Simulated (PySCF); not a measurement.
This script is equivalent to a calculation on C (carbon, neutral).

```python
from pyscf import gto, scf, dft, mp, cc
import basis_set_exchange as bse
mol = gto.M(atom="C 0 0 0", charge=0, spin=2, symmetry="D2h",
            basis=gto.basis.parse(bse.get_basis("cc-pVTZ", elements=["C"], fmt="nwchem", header=False)))
mf = dft.UKS(mol, xc="R2SCAN")
mf.irrep_nelec = {'Ag': (2, 2), 'B1u': (1, 0), 'B2u': (1, 0)}
mf.kernel()
```

Q: What total energy does it give?

A: -37.832 hartree (calculated).

Q: Which occupied shell lies highest, and where?

A: 2p α, at -6.519 eV.

Q: What is ⟨S²⟩, and what would a pure spin state give?

A: 2.006, against 2.00.
